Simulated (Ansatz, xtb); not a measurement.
# Ranking isomers of C2H8OSi

4 gas-phase structures of C2H8OSi, from a drawn sample of its isomers (lower ones may exist). Each was relaxed with GFN2-xTB; where two conformers were screened, the lower at r2SCAN-D4/def2-SVP is listed:

A. `CC[SiH2]O`, a singlet
B. `CCO[SiH3]`, a singlet
C. `CO[SiH2]C`, a singlet
D. `C[SiH](C)O`, a singlet

Task: Which do you expect lowest at r2SCAN-D4/def2-SVP, and how would the others follow?

Result: Calculated order at r2SCAN-D4/def2-SVP: D (0.0), A (14.4), C (21.6), B (29.9) kcal/mol.

Energies above the lowest of each column, in kcal/mol; the last columns are at B3LYP-D3(BJ)/def2-SVP geometries and were run for some of them only (a dash: not run or not comparable):

| structure | GFN2-xTB | HF/STO-3G | r2SCAN-D4/def2-SVP | B3LYP-D3(BJ)/def2-SVP | CCSD(T)/def2-SVP + ΔMP2/def2-TZVPP |
| --- | --- | --- | --- | --- | --- |
| D | 9.9 | 0.0 | 0.0 | 0.0 | 0.0 |
| A | 5.7 | 13.9 | 14.4 | 12.4 | 13.9 |
| C | 8.0 | 10.6 | 21.6 | – | – |
| B | 0.0 | 20.9 | 29.9 | – | – |

CCSD(T)/def2-SVP + ΔMP2/def2-TZVPP puts D lowest of those it was run on; GFN2-xTB picks B. Flexible structures stand in one conformer each, not always the lowest. Frequencies (B3LYP-D3(BJ)/def2-SVP) were run for A, D alone. ΔMP2 is the change of the MP2 energy from the smaller to the larger basis.

Over these structures GFN2-xTB departs from r2SCAN-D4/def2-SVP by 11.2 kcal/mol on average once a common shift is removed. A GFN2-xTB relaxation took about 0.066 s and the r2SCAN-D4/def2-SVP energy about 1 s on a shared host (Ansatz 0.2.0, xtb 6.7.1).
